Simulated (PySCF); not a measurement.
Computed shifts of a molecule C4H10OSi, PBE/pcSseg-1 in PySCF, GIAO, gas phase, atoms alike by connectivity averaged where their shifts nearly agree, in ppm (number of nuclei): ¹³C: 79.8 (1), 67.2 (1), 22.5 (1), -5.5 (1). ²⁹Si: 8.7 (1). ¹H: 5.94 (1), 4.94 (1), 4.77 (1), 4.23 (1), 1.53 (3), 0.82 (3). References: ¹³C against TMS (σ = 182.0 ppm); ¹⁷O against H2O (σ = 334.3 ppm); ²⁹Si against TMS (σ = 335.4 ppm); ¹H against TMS (σ = 31.49 ppm), references at their B3LYP-D3(BJ)/def2-TZVP geometries, non-relativistic. Geometry: PBE0-D3(BJ)/def2-SVP. Other conformers were not sampled.

### Question
Which structure fits?
(A) CC(C)[SiH2]C=O
(B) CO[SiH2]C1CC1
(C) C[C@H]1OC[Si@H]1C
(D) C[C@@]1([SiH3])CCO1

### Answer
C, C[C@H]1OC[Si@H]1C
